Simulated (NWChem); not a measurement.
Species: ZnCl cation; SMILES [Cl][Zn+]

```xyz
2

Zn     0.0000     0.0000    -0.7549
Cl     0.0000     0.0000     1.3150
```
Atoms are numbered in this order, from 1.

The geometry was optimised at PBE0/def2-SVP.

Q: List the 4 lowest vertical singlet excitations and the 4 lowest triplet ones from Hartree-Fock/def2-SVP, CIS (NWChem).

A: 
```csv
state,energy (eV),oscillator strength,leading excitation (squared amplitude)
S1,3.94,0.011,HOMO → LUMO (0.96)
S2,3.94,0.011,HOMO−1 → LUMO (0.96)
S3,6.06,0.227,HOMO−2 → LUMO (0.91)
S4,8.99,0.000,HOMO−1 → LUMO+1 (0.45)
T1,3.49,spin-forbidden,HOMO → LUMO (0.93)
T2,3.49,spin-forbidden,HOMO−1 → LUMO (0.93)
T3,4.15,spin-forbidden,HOMO−2 → LUMO (0.93)
T4,8.41,spin-forbidden,HOMO−1 → LUMO+2 (0.44)
```
